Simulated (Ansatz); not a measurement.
Reaction (isomerisation): `F[SiH2]N[Si](F)(Cl)Cl` → `F[SiH](F)N[SiH](Cl)Cl`

Computed with Ansatz on PBE0-D4/def2-TZVP structures; ΔE is electronic, products minus reactants. CBS: MP2 limit from def2 TZ/QZ plus the TZ coupled-cluster correction, frozen cores. One conformer a species, not always the lowest.

```
                species  CCSD(T)/CBS(def2) energy (Eh)
`F[SiH2]N[Si](F)(Cl)Cl`                    -1754.12128
`F[SiH](F)N[SiH](Cl)Cl`                    -1754.12603
```

(1) Work out ΔE.

Largest T1 diagnostic among the species: 0.011.

## Answers

(1) ΔE = (-1754.12603) − (-1754.12128) = -0.00475 Eh = -12.5 kJ/mol.
